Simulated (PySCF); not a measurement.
Species: C₇H₈O₂.
Cartesian coordinates in Å at the GFN2-xTB level; atoms count from 1:
```xyz
17
C7H8O2 angstrom
C      4.133    0.561   -1.088
C      3.153    0.126   -0.547
C      2.022   -0.418    0.096
C      0.806    0.119    0.034
C     -0.392   -0.465    0.708
C     -1.502   -0.793   -0.297
O     -2.024    0.388   -0.913
C     -2.966    1.039   -0.256
O     -3.444    0.742    0.799
H      4.985    0.947   -1.562
H      2.202   -1.322    0.666
H      0.638    1.021   -0.539
H     -0.795    0.246    1.436
H     -0.124   -1.382    1.236
H     -1.117   -1.402   -1.117
H     -2.319   -1.315    0.211
H     -3.264    1.921   -0.849
```

A PySCF run (density fitting, gas phase, GFN2-xTB geometry) gave HOMO -9.27 eV, LUMO 1.24 eV, dipole 1.33 D and E = -421.767 Eh.

Question: Which of these levels was it?
A. PBE0/pcSseg-1
B. X3LYP/def2-SVPD
C. BLYP/pcSseg-1
D. PBE0/def2-SVPD
E. wB97X/pcSseg-1

Answer: E. It is wB97X/pcSseg-1. All candidates on this geometry:

| level and settings | kind | basis functions | SCF cycles | E (Eh) | HOMO (eV) | LUMO (eV) | dipole (D) |
| --- | --- | --- | --- | --- | --- | --- | --- |
| BLYP/pcSseg-1 | GGA | 193 | 17 | -421.7493 | -5.81 | -1.66 | 1.30 |
| X3LYP/def2-SVPD | global hybrid | 250 | 14 | -421.4502 | -6.88 | -1.05 | 1.37 |
| PBE0/def2-SVPD | global hybrid | 250 | 14 | -421.1443 | -7.06 | -0.95 | 1.35 |
| PBE0/pcSseg-1 | global hybrid | 193 | 15 | -421.3861 | -7.04 | -0.89 | 1.31 |
| wB97X/pcSseg-1, start guess atom | range-separated hybrid | 193 | 12 | -421.7669 | -9.27 | 1.24 | 1.33 |

The nearest other candidate, by the summed differences of HOMO and LUMO, is PBE0/pcSseg-1: its HOMO differs by +2.23 eV and its LUMO by -2.13 eV. Cycle counts include a coarse-grid stage where the run had one.
